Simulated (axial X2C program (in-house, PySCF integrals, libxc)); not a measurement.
OSmO: the levels of the configuration f(δφ)4 f(π)0

Computed with an in-house all-electron X2C program for linear molecules (integrals from PySCF): two-component X2C with atomic mean-field Coulomb and Gaunt terms, basis O dyall-v3z, Sm dyall-v3z (cores contracted in-house). Orbitals come from Hartree–Fock averaged over the configuration Sm f(δφ)4 f(π)0; CI then distributes these electrons over the f(δφ), f(π) shells of Sm.

O–Sm–O held linear, both bonds 1.890 Å (near the minimum of the configuration average).

Active spinors (ω > 0):

```tsv
shell	ω	ε (eV)	character
f(δφ)	5/2	3.82	100% Sm f
f(δφ)	7/2	4.34	100% Sm f
f(δφ)	3/2	4.44	100% Sm f
f(δφ)	5/2	4.52	100% Sm f
f(π)	1/2	6.87	91% Sm f, 6% Sm p
f(π)	3/2	6.87	91% Sm f, 6% Sm p
```

Lowest levels of this model:

```csv
Ω,energy (cm⁻¹),g∥,configuration
0,0,0.00,100% f(δφ)4
1,233,3.96,100% f(δφ)4
2,898,7.92,100% f(δφ)4
0,16451,0.00,100% f(δφ)4
5,16783,10.00,100% f(δφ)4
4,17405,6.14,100% f(δφ)4
6,17862,13.97,100% f(δφ)4
10,18274,20.08,100% f(δφ)4
1,18512,3.89,100% f(δφ)4
6,19995,12.03,100% f(δφ)4
5,21445,9.49,100% f(δφ)4
7,21617,15.93,100% f(δφ)4
5,21842,10.67,100% f(δφ)4
4,22472,8.03,100% f(δφ)4
3,23108,4.07,100% f(δφ)4
2,25705,5.88,100% f(δφ)4
0,26958,0.00,100% f(δφ)4
1,27124,2.27,100% f(δφ)4
0,27167,0.00,100% f(δφ)4
0,28189,0.00,100% f(δφ)4
```

g∥ is the magnitude of 2⟨Lz + ge Sz⟩ for the +Ω component.

This point took 3.2 s on 1 thread of Arm Neoverse V2, with other jobs on the host.

Dynamic correlation is missing, so gaps between terms are too wide and other configurations may lie lower; the lowest level listed is that of this model, not necessarily the ground state. At most 6 roots were kept for each Ω > 0 (twice that for Ω = 0) within 3.5 eV of the lowest, so higher up levels can be missing between those listed; levels with Ω > 0 are doubly degenerate and listed once, Ω = 0 levels singly. States that fill the shells left empty in the average are placed too high. Along the bond the averaged SCF switches between close solutions, so this one may not be the lowest. The molecule was held linear; bending was not examined.
